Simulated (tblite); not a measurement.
A tight-binding relaxation on `N#CB(P)Cl`.

Computed with GFN2-xTB geometry optimisation, gas phase (tblite 0.8.0). Start geometry: from a force field or distance geometry. A driver script takes a list of jobs; this job's settings line and coordinates (Å) are shown.

Command:
```bash
OMP_NUM_THREADS=1 python probes_run.py task.json out
```

Input:
```
{"job": {"kind": "relax", "xc": "GFN2-xTB", "basis": "xTB"}, "charge": 0, "multiplicity": 1}
N     -2.186100    -1.428100    -0.380500
C     -1.436100    -0.548600    -0.315000
B     -0.394700     0.605300    -0.227700
P      1.414400     0.209900     0.342800
Cl    -1.065900     2.183800     0.495100
H      2.282500     0.151500    -0.808100
H      1.389200    -1.168900     0.866300
```

Output:
```
step      E/eV     max force
  0    -389.50029    1.977
  1    -389.65283    1.981
  2    -389.62346    4.584
  3    -390.01941    0.890
  4    -390.07740    0.734
  5    -390.16933    0.787
  6    -390.19108    0.519
  7    -390.21546    0.453
  8    -390.23016    0.454
  9    -390.24910    0.488
... (45 lines left out)
 55    -390.45344    0.055
 56    -390.45381    0.033
 57    -390.45393    0.098
 58    -390.45404    0.039
 59    -390.45412    0.038
 60    -390.45434    0.037
 61    -390.45447    0.028
 62    -390.45459    0.020
 63    -390.45461    0.011
 64    -390.45461    0.007
```

«max force» is the largest atomic force in eV/Å.

Q: From which step on does the largest force stay under 0.1 eV/Å, and how much energy is left to gain from there?

A: From step 54 (0.051 eV/Å), 1.4 meV above the end.

In short: energy lowered by 22.0 kcal/mol over 64 steps; largest atomic force 0.007 eV/Å at the end.

Q: Give the final coordinates.

A: 0.614 Å rms from the input after alignment:
```
atom  x, y, z in Å
N1    -2.2877   -1.4017   -0.1369
C2    -1.4864   -0.5835   -0.0504
B3    -0.3810    0.4584    0.0418
P4     1.3406   -0.0576    0.6357
Cl5   -0.7593    2.1008   -0.2282
H6     2.1037    0.7229   -0.2121
H7     1.4735   -1.2345   -0.0770
```

Hardware: one thread, Arm Neoverse N1 (aarch64) (shared host). Cost: 0.44 s.
Labels such as C1 count atoms from 1, the log's own numbers from 0.
